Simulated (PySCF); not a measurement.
Compound: C4H9FO2Si.
InChI=1S/C4H9FO2Si/c1-3(2)7-4(6)8-5/h3H,8H2,1-2H3

Computed, not measured: TDDFT CAM-B3LYP/def2-SVPD, vertical, gas phase, core orbitals frozen in the response in PySCF. Geometry: GFN2-xTB, one conformer, isolated molecule. Torsions of this conformer, `[CH3:1][CH:2]([CH3:3])[O:4][C:5](=[O:6])[SiH2:7][F:8]`: C1–C2–O4–C5 -154°, C2–O4–C5–O6 1°, O4–C5–Si7–F8 46°.

Q: List the vertical singlet excitations with oscillator strengths and describe the spectrum.

A: 

```csv
state,E (eV),λ (nm),f,"main configurations (H = HOMO, L = LUMO)"
S1,4.93,251.5,0.0035,"H→L (86%), H→L+2 (8%)"
S2,7.08,175.1,0.023,"H→L+2 (56%), H-1→L (25%)"
S3,7.35,168.6,0.053,"H-1→L (59%), H→L+2 (16%)"
S4,7.49,165.5,0.0006,"H-2→L (43%), H-5→L (17%), H-3→L (12%)"
S5,7.70,161.1,0.039,"H→L+1 (69%), H→L+4 (13%)"
S6,7.94,156.1,0.019,H-3→L (77%)
S7,8.41,147.5,0.169,"H→L+4 (68%), H→L+3 (12%)"
S8,8.56,144.8,0.0082,"H-5→L (48%), H-2→L (28%)"
```

Triplets (Tamm–Dancoff): T1 4.28 eV, H→L (84%), H→L+2 (10%); T2 5.46 eV, H-1→L (66%), H-1→L+2 (11%); T3 6.85 eV, H→L+2 (47%), H-5→L (18%), H-2→L (14%).

The lowest singlet lies at 4.93 eV (252 nm, ultraviolet) and is very weak; its leading configuration is HOMO→LUMO (86%). The most intense listed level is S7 at 8.41 eV (147 nm, f = 0.169), 3.48 eV above S1. Löwdin shares by element: HOMO oxygen 62%, carbon 14% or more, silicon 10%; LUMO oxygen 30%, silicon 25%, carbon 25% or more (atoms not listed hold the other 20%). Weighted by f, the mean energy of these states is 7.98 eV. The oscillator strengths of these states sum to 0.315; summed over the whole spectrum of an exact calculation they would give the number of electrons, 72 (Thomas–Reiche–Kuhn). Orbital energies (eV): HOMO-3 -11.51, HOMO-2 -11.13, HOMO-1 -10.37, HOMO -9.34, LUMO 0.01, LUMO+1 1.17, LUMO+2 1.41. The window holds the lowest 8 singlets.
